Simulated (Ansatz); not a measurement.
`Cl[SiH2][GeH2][Cl]` + H₂ → `[SiH3][GeH2][Cl]` + HCl at 400 K and 1 bar (hydrogenolysis of the Si–Cl bond).

Isolated molecules relaxed with PBE0-D4/def2-TZVP in Ansatz; ΔE leaves out vibrations. CCSD(T)/CBS adds triple-zeta CCSD(T) − MP2 to the extrapolated MP2 energy (def2 sets, frozen cores). This one scheme is used for every species. For Ge outer-core shells are correlated without core-valence functions, which leaves a few kJ/mol of doubt a bond. Scalar relativity is left out up to krypton. Each species was taken in one conformer, which may not be the lowest.

```csv
species,CCSD(T)/CBS energy (Eh),H − E (kJ/mol),S (J/(mol·K))
`Cl[SiH2][GeH2][Cl]`,-3287.23796,127.6,404.1
H₂,-1.17544,38.0,139.0
`[SiH3][GeH2][Cl]`,-2828.00643,139.1,367.0
HCl,-460.38127,29.6,195.4
```

H − E and S are ideal-gas, rigid-rotor, harmonic terms from PBE0-D4/def2-TZVP, for one conformer and one mirror image of each species. The MP2-based limit puts H₂ 0.8 mEh under its directly extrapolated value; such offsets cancel only in part. 1 Eh = 2625.50 kJ/mol, R = 8.31446 J/(mol·K).

**Question.** By hand: ΔE, ΔH, ΔS and ΔG.

**Answer.** ΔE = (-2828.00643) + (-460.38127) − (-3287.23796) − (-1.17544) = 0.02570 Eh = 67.5 kJ/mol. Δ(H − E) = 139.1 + 29.6 − 127.6 − 38.0 = 3.1, so ΔH = 70.6 kJ/mol. ΔS = 367.0 + 195.4 − 404.1 − 139.0 = 19.3 J/(mol·K). ΔG = 70.6 − 400 × (19.3)/1000 = 62.9 kJ/mol.

**Question.** By hand: the equilibrium constant, and the temperature at which ΔG would vanish if ΔH and ΔS stayed fixed.

**Answer.** log₁₀ K = −ΔG/(RT ln 10) = -8.2. ΔG = 0 at ΔH/ΔS = 3658 K, far beyond where these terms or the molecules hold.

ΔH outweighs TΔS. A doubt of 5 kJ/mol in ΔE shifts log₁₀ K by 0.7 here. Other conformers and mirror images would add mixing entropy, several J/(mol·K) or more a flexible species. Modes under 60 cm⁻¹, often nearly free rotors, make the harmonic entropy too high. These are equilibria of isolated gas molecules and say nothing of rates. Largest T1 diagnostic: 0.011 (customary marks: 0.02 for closed shells, 0.045 for open ones).
